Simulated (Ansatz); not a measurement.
`O[SiH](F)[TeH]` + H₂ → `O[SiH2][TeH]` + H–F  (hydrogenolysis of the Si–F bond)

Isolated molecules relaxed with PBE0-D4/def2-TZVP in Ansatz; ΔE leaves out vibrations. CCSD(T)/CBS adds triple-zeta CCSD(T) − MP2 to the extrapolated MP2 energy (def2 sets, frozen cores). This one scheme is used for every species. Functionals use def2-TZVPP. B3LYP here is the variant with VWN-RPA as its local correlation; programs differ in this. def2 core potentials past Kr. For Te outer-core shells are correlated without core-valence functions, which leaves a few kJ/mol of doubt a bond. Each species was taken in one conformer, which may not be the lowest.

`O[SiH](F)[TeH]`:

Cartesian coordinates in Å:
```
O 0.747 -0.744 1.397
Si -0.276 -0.409 0.176
F -1.451 0.568 0.632
Te 0.962 0.748 -1.648
H 1.321 -0.043 1.713
H -0.892 -1.693 -0.199
H -0.411 1.573 -2.070
```

H₂:

Z-matrix (Å, degrees):
```
H
H 1 0.746
```

`O[SiH2][TeH]`:

Cartesian coordinates in Å:
```
O -0.862 -0.752 -1.230
Si -0.433 -0.337 0.301
Te 2.001 0.172 0.549
H -0.506 -0.224 -1.947
H -1.161 0.865 0.779
H -0.742 -1.520 1.132
H 1.704 1.796 0.416
```

H–F:

Cartesian coordinates in Å:
```
F 0.394 0.222 -0.085
H -0.394 -0.222 0.085
```

(1) Is it downhill or uphill in electronic energy at CCSD(T)/CBS, and by how much? (Estimate.)

(2) What do these levels give: LDA (SPW92), r2SCAN-D4, PBE-QIDH, PBE, B3LYP, CCSD/def2-TZVPP? (An estimate is asked.)

Largest T1 diagnostic among the species: 0.012.

## Answers

(1) Ansatz gave: Uphill: ΔE = +30.6 kcal/mol.

(2) The calculation gave: LDA (SPW92) 30.1, r2SCAN-D4 32.8, PBE-QIDH 29.9, PBE 29.2, B3LYP 30.9, CCSD/def2-TZVPP 29.9 kcal/mol.

At CCSD(T), def2-SVP lies −2.9 kcal/mol from the extrapolated value and def2-TZVPP −0.3 kcal/mol. Leaving LDA and LC-ωPBE aside and taking each functional with its dispersion term where it has one, the values, not all of them listed here, spread over 3.8 kcal/mol, from HSE06-D4 to r2SCAN-D4. LDA lies +0.9 kcal/mol from PBE without D4. From r2SCAN to r2SCAN0 (25 % exact exchange), in def2-TZVPP and without D4, ΔE moves by −1.2 kcal/mol.
